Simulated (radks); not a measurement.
Values are calculated unless marked as measured or tabulated.
The iodine ion I+, configuration [Kr] 4d10 5p6 (not the ground configuration). Level of theory: non-relativistic Kohn-Sham, r2SCAN, spin-polarised, spherical densities, point nucleus; meta-GGA in the generalised Kohn-Sham scheme; relativity is left out, which matters for an element this heavy (a radial shooting solver on a logarithmic mesh with Libxc functionals). Some entries of the table are withheld. Estimate them.

orbital,occ.,eigenvalue (hartree),<r> (bohr),r(max) (bohr)
1s,2,-1165.464,0.02869,0.01900
2s,2,-176.5726,0.1234,0.1049
2p,6,(1),0.1052,0.08205
3s,2,-36.13603,0.3271,0.2983
3p,6,-31.60412,0.3178,(2)
3d,10,-23.21591,0.2889,0.2329
4s,2,-6.73513,0.7698,0.7079
4p,6,-5.13525,0.8044,0.7271
4d,10,-2.41160,0.9108,0.7747
5p,6,-0.61075,2.308,1.991

Answer. 
(1) 2p eigenvalue (hartree): -165.8237
(2) 3p r(max) (bohr): 0.2851
